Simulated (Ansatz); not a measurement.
Consider the formal exchange of groups at the Si–C bond: `C=CC[SiH](F)Cl` + `[SiH3][SiH3]` → `F[SiH](Cl)[SiH2][SiH3]` + `C=CC`.

Calculated with Ansatz (gas phase, PBE0-D4/def2-TZVP geometries, no zero-point term in ΔE). CCSD(T)/CBS is the MP2 limit (def2-TZVPP, def2-QZVPP) plus CCSD(T) − MP2 in def2-TZVPP, frozen cores. One conformer a species, not always the lowest.

`C=CC[SiH](F)Cl`:

Z-matrix (Å, degrees):
```
C
C 1 1.492
Si 1 1.860 2 111.1
H 1 1.095 2 111.6 3 -120.5
H 1 1.095 2 111.2 3 119.2
C 2 1.327 1 125.0 3 -102.8
H 2 1.087 1 115.9 3 74.9
F 3 1.594 1 109.4 2 -178.3
Cl 3 2.045 1 110.2 2 -60.1
H 3 1.476 1 113.2 2 61.2
H 6 1.086 2 121.7 1 -2.2
H 6 1.083 2 121.3 1 178.2
```

`[SiH3][SiH3]`:

Cartesian coordinates in Å:
```
Si -0.192 1.079 0.409
Si 0.192 -1.079 -0.409
H 0.932 1.979 0.034
H -1.452 1.628 -0.158
H -0.307 1.055 1.892
H 1.454 -1.627 0.155
H 0.304 -1.055 -1.892
H -0.930 -1.980 -0.031
```

`F[SiH](Cl)[SiH2][SiH3]`:

Cartesian coordinates in Å:
```
F 2.477 -0.059 0.691
Si 1.143 -0.602 1.384
Cl 1.558 -2.443 2.179
Si -0.549 -0.761 -0.219
Si -0.829 1.299 -1.293
H 0.839 0.306 2.515
H -1.797 -1.154 0.492
H -0.184 -1.827 -1.191
H 0.418 1.656 -2.019
H -1.117 2.348 -0.280
H -1.958 1.235 -2.258
```

`C=CC`:

Z-matrix (Å, degrees):
```
C
C 1 1.490
H 1 1.095 2 111.0
H 1 1.095 2 111.0 3 118.3
H 1 1.092 2 111.5 3 -120.8
C 2 1.325 1 125.1 3 120.8
H 2 1.088 1 116.2 3 -59.2
H 6 1.084 2 121.6 1 -180.0
H 6 1.086 2 121.4 1 0.0
```

```tsv
species	CCSD(T)/CBS(def2) energy (Eh)
`C=CC[SiH](F)Cl`	-966.52926
`[SiH3][SiH3]`	-581.74359
`F[SiH](Cl)[SiH2][SiH3]`	-1430.52280
`C=CC`	-117.74610
```

(1) Work out ΔE.

Largest T1 diagnostic among the species: 0.013.

## Answers

(1) ΔE = (-1430.52280) + (-117.74610) − (-966.52926) − (-581.74359) = 0.00395 Eh = +2.5 kcal/mol.

From PBE to PBE0 (25 % exact exchange), in def2-TZVPP and without D4, ΔE moves by +1.0 kcal/mol.
